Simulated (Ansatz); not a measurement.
Geometry optimisation, RHF/STO-3G (Ansatz).

The input (input.yaml):

```yaml
crystal:
  periodic: [false, false, false]
  atoms:
    - { symbol: B, position_ang: [-0.3421, 1.4775, 1.2995] }
    - { symbol: B, position_ang: [0.1933, 0.0507, 0.7884] }
    - { symbol: C, position_ang: [1.4598, -0.5579, 1.463] }
    - { symbol: Si, position_ang: [-0.636, -0.8928, -0.642] }
    - { symbol: C, position_ang: [-0.6956, 0.127, -2.2076] }
    - { symbol: H, position_ang: [0.1532, 2.1296, 2.1521] }
    - { symbol: H, position_ang: [-1.3243, 1.9836, 0.7799] }
    - { symbol: H, position_ang: [1.7827, -1.5229, 1.0159] }
    - { symbol: H, position_ang: [1.3092, -0.6832, 2.6036] }
    - { symbol: H, position_ang: [2.3505, 0.1348, 1.3624] }
    - { symbol: H, position_ang: [-0.0306, -2.1755, -0.8769] }
    - { symbol: H, position_ang: [-2.0803, -1.1629, -0.2227] }
    - { symbol: H, position_ang: [0.3018, 0.3693, -2.5026] }
    - { symbol: H, position_ang: [-1.2365, -0.4038, -2.9879] }
    - { symbol: H, position_ang: [-1.227, 1.0757, -1.9957] }
basis:
  gaussian: { orbitals: STO-3G }
hamiltonian:
  xc: hf
relax:
  f_tol: 0.015
  max_steps: 40
```

Command:

```bash
$ ansatz run input.yaml --threads 1 --pin off --max-ram 2048MiB --backend cpu --events-out ev --progress --plain --runs-dir out
```

Q: Where does it end, and by what steps?

A: The run converged. Limits of this set-up: minimal basis. After 34 steps the energy has fallen by 1.286 eV; H6 moved furthest, 1.62 Å.

| step | energy less start (eV) | largest force component (eV/Å) | accepted |
| --- | --- | --- | --- |
| 0 | 0.0000 | 4.036 | yes |
| 2 | -0.6901 | 0.225 | yes |
| 4 | -0.7310 | 0.261 | yes |
| 6 | -0.8297 | 0.805 | yes |
| 8 | -1.0778 | 0.653 | yes |
| 10 | -1.2412 | 0.278 | yes |
| 12 | -1.2775 | 0.037 | yes |
| 14 | -1.2769 | 0.206 | no |
| 16 | -1.2804 | 0.054 | yes |
| 18 | -1.2817 | 0.080 | yes |
| 20 | -1.2828 | 0.066 | yes |
| 22 | -1.2831 | 0.060 | yes |
| 24 | -1.2839 | 0.030 | yes |
| 26 | -1.2847 | 0.063 | yes |
| 28 | -1.2852 | 0.037 | yes |
| 30 | -1.2854 | 0.021 | yes |
| 32 | -1.2855 | 0.018 | yes |
| 34 | -1.2856 | 0.008 | yes |

```xyz
15
Properties=species:S:1:pos:R:3
B -0.041 1.635 1.017
B 0.307 0.046 0.796
C 1.147 -0.766 1.867
Si -0.274 -0.875 -0.856
C -1.023 0.260 -2.134
H 0.679 2.472 0.656
H -1.035 1.976 1.513
H 0.927 -1.829 1.879
H 1.047 -0.389 2.879
H 2.196 -0.666 1.594
H 0.835 -1.549 -1.447
H -1.240 -1.866 -0.513
H -0.320 1.019 -2.454
H -1.329 -0.289 -3.016
H -1.898 0.770 -1.751
```

Time of the run: 42 s on 1 thread of Arm Neoverse V1, on a shared host, peak memory 0.1 GiB.
